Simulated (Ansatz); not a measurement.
Species: H₆InN₃, SMILES `[NH2][In]([NH2])[NH2]` (charge 0, multiplicity 1).

### Question
Give a relaxed geometry from Ansatz (an electronic-structure program) with B3LYP-D3(BJ)/def2-TZVP.

### Answer
Several could match; the one computed here: the end point of this relaxation, one of several conformers (outside a Z-matrix the atoms follow the SMILES, hydrogens last).
Z-matrix (Å, degrees):
```
In
N 1 2.0429
H 2 1.0113 1 116.01
H 2 1.0116 3 108.35 1 132.24
N 1 2.0429 2 119.95 3 -31.13
H 5 1.0113 1 116.01 2 31.06
H 5 1.0116 6 108.35 1 -132.24
N 1 2.0442 2 119.89 3 154.89
H 8 1.0116 1 115.53 2 23.05
H 8 1.0116 9 108.28 1 -131.36
```
